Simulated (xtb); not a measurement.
xtb input (GFN1-xTB):

```bash
xtb mol.xyz --gfn 1 --opt tight --chrg 0 --uhf 0
```
mol.xyz:
```
17

C      3.04448418     0.17450908     0.06909008
S      1.66547981     0.80666819     1.10021814
Si    -0.00709524    -0.01860992     0.09814108
Cl     0.14082833     0.36937506    -1.94793233
S     -0.05715307    -2.11025938     0.42255815
C     -1.34383709    -2.62512790    -0.77904823
S     -1.78056701     0.85182657     0.85964477
C     -1.66229598     2.55120898     0.17948696
H      2.97937278     0.57630399    -0.93865333
H      3.03585608    -0.91221115     0.04255070
H      3.96088711     0.51931716     0.54324474
H     -1.46875651    -3.69797072    -0.64899822
H     -2.28488442    -2.12203158    -0.57153043
H     -1.02004630    -2.41410011    -1.79484950
H     -1.69616189     2.52804385    -0.90658021
H     -0.75014816     3.03640265     0.51758917
H     -2.52512941     3.09210183     0.56219180
```

End of the output:

```
  14 Si  16 S           3     2.1062321     2.1064310     2.1060279
  14 Si  17 Cl          1     2.0604114     2.0604114     2.0604114

optimized geometry written to: xtbopt.xyz

           -------------------------------------------------
          | TOTAL ENERGY              -28.581825577820 Eh   |
          | GRADIENT NORM               0.000190432624 Eh/α |
          | HOMO-LUMO GAP               5.519511362038 eV   |
           -------------------------------------------------

------------------------------------------------------------------------
------------------------------------------------------------------------
 total:
 SCF:
 ANC optimizer:
```
